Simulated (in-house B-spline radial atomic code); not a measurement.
A fraction x of an electron is removed from 5s in the antimony ion Sb⁴⁺, starting from [Kr] 4d10 5s1 and keeping the highest spin. All numbers are computed (scalar-relativistic (X2C) TPSS, spin-polarised, spherical fractional occupations; Fermi nucleus of rms radius 4.6802 fm) with a radial B-spline atomic code at the basis-set limit, not measured.

| x | E(x) - E(0) (eV) | 5s up level (eV) |
| --- | --- | --- |
| 0 | 0.0000 | -50.051 |
| 0.11 | 5.5671 | -51.168 |
| 0.17 | 8.6554 | -51.778 |
| 0.31 | 16.0040 | -53.203 |
| 0.47 | 24.6476 | -54.845 |
| 0.5 | 26.2976 | -55.155 |
| 0.6 | 31.8651 | -56.199 |
| 0.71 | 38.1109 | -57.365 |
| 0.78 | 42.1528 | -58.119 |
| 0.96 | 52.7909 | -60.080 |
| 1 | 55.2026 | - |

The exact functional would give a straight line between the two integer points. Deviations E(x) - E(0) - x[E(1) - E(0)], in eV: -0.505 at x = 0.11, -0.729 at x = 0.17, -1.109 at x = 0.31, -1.298 at x = 0.47, -1.304 at x = 0.5, -1.256 at x = 0.6, -1.083 at x = 0.71, -0.905 at x = 0.78, -0.204 at x = 0.96.

The curve lies below the straight line by up to 1.304 eV (at x = 0.5): convex, the delocalisation error that favours fractional charges.

Task: How well does Slater's transition state (minus the level at half occupation) give the ionisation energy?

Result: It gives 55.155 eV against 55.203 eV from the two total energies; NIST lists 55.00 eV, ground level to ground level.
